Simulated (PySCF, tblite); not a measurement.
Isomers of C7H8ClO (doublet state), one GFN2-xTB conformer each. Single-point energies are computed at B3LYP/pcH-1 (PySCF, gas phase, no added dispersion term), electronic only. GFN2-xTB treats the open shell by occupation alone, and not every SCF solution was tested for stability.

| SMILES | GFN2-xTB relative energy (kcal/mol) |
| --- | --- |
| C=C[C@@H](C)[C]1O/C1=C/Cl | 46.9 |
| C=[C][C@@H](C)[C@@H]1O/C1=C/Cl | 55.3 |
| C=C[C@@H]1C(=O)[CH]C[C@H]1Cl | 0.0 |
| [H]/[C]=C\[C@@H]1C(=O)CC[C@H]1Cl | 19.8 |
| [H]/[C]=C\[C@@H](C)[C@@H]1O/C1=C/Cl | 59.5 |

Conformers: `[CH2:1]=[CH:2][C@@H:3]([CH3:4])[C:5]1[O:6]/[C:7]1=[CH:8]/[Cl:9]` (doublet state) with C1–C2–C3–C4 136°, C2–C3–C5–O6 63°; `[CH2:1]=[C:2][C@@H:3]([CH3:4])[C@@H:5]1[O:6]/[C:7]1=[CH:8]/[Cl:9]` (doublet state) with C1–C2–C3–C4 -130°, C2–C3–C5–O6 153°; `[CH2:1]=[CH:2][C@@H:3]1[C:4](=[O:5])[CH:6][CH2:7][C@H:8]1[Cl:9]` (doublet state) with C1–C2–C3–C4 -116°, C2–C3–C4–O5 43°, C3–C4–C6–C7 1°, C4–C6–C7–C8 14°, C6–C7–C8–Cl9 -146°; `[H]/[C:1]=[CH:2]\[C@@H:3]1[C:4](=[O:5])[CH2:6][CH2:7][C@H:8]1[Cl:9]` (doublet state) with C1–C2–C3–C4 115°, C2–C3–C4–O5 70°, C3–C4–C6–C7 11°, C4–C6–C7–C8 -29°, C6–C7–C8–Cl9 -80°; `[H]/[C:1]=[CH:2]\[C@@H:3]([CH3:4])[C@@H:5]1[O:6]/[C:7]1=[CH:8]/[Cl:9]` (doublet state) with C1–C2–C3–C4 124°, C2–C3–C5–O6 151°.

Problem. What does B3LYP/pcH-1 give for the same structures?

Solution. 
```
                             SMILES  B3LYP/pcH-1 E (Eh)  B3LYP/pcH-1 (kcal/mol)  GFN2-xTB (kcal/mol)  point group
       C=C[C@@H]1C(=O)[CH]C[C@H]1Cl          -806.93948                     0.0                  0.0           C1
   [H]/[C]=C\[C@@H]1C(=O)CC[C@H]1Cl          -806.90431                    22.1                 19.8           C1
          C=C[C@@H](C)[C]1O/C1=C/Cl          -806.84233                    61.0                 46.9           C1
     C=[C][C@@H](C)[C@@H]1O/C1=C/Cl          -806.83115                    68.0                 55.3           C1
[H]/[C]=C\[C@@H](C)[C@@H]1O/C1=C/Cl          -806.82407                    72.4                 59.5           C1
```

Both levels put the same isomer lowest; measured from each level's own lowest isomer, the values differ by up to 14.1 kcal/mol (C=C[C@@H](C)[C]1O/C1=C/Cl: 46.9 against 61.0). As drawn, the highest has a three-membered ring, which the lowest lacks. Neighbours under 5.0 kcal/mol apart (C=[C][C@@H](C)[C@@H]1O/C1=C/Cl and [H]/[C]=C\[C@@H](C)[C@@H]1O/C1=C/Cl) can change places with a better method, another conformer or zero-point energy.

Problem. What happens when harmonic zero-point energies from GFN2-xTB frequencies are added?

Solution. 
```json
{"SMILES": "C=C[C@@H]1C(=O)[CH]C[C@H]1Cl", "ZPE (kcal/mol)": "80.0", "electronic (kcal/mol)": "0.0", "with ZPE (kcal/mol)": "0.0"}
{"SMILES": "[H]/[C]=C\\[C@@H]1C(=O)CC[C@H]1Cl", "ZPE (kcal/mol)": "80.0", "electronic (kcal/mol)": "22.1", "with ZPE (kcal/mol)": "22.1"}
{"SMILES": "C=C[C@@H](C)[C]1O/C1=C/Cl", "ZPE (kcal/mol)": "78.9", "electronic (kcal/mol)": "61.0", "with ZPE (kcal/mol)": "59.9"}
{"SMILES": "C=[C][C@@H](C)[C@@H]1O/C1=C/Cl", "ZPE (kcal/mol)": "78.4", "electronic (kcal/mol)": "68.0", "with ZPE (kcal/mol)": "66.4"}
{"SMILES": "[H]/[C]=C\\[C@@H](C)[C@@H]1O/C1=C/Cl", "ZPE (kcal/mol)": "78.7", "electronic (kcal/mol)": "72.4", "with ZPE (kcal/mol)": "71.2"}
```

The zero-point energies span 1.6 kcal/mol. The order is unchanged.
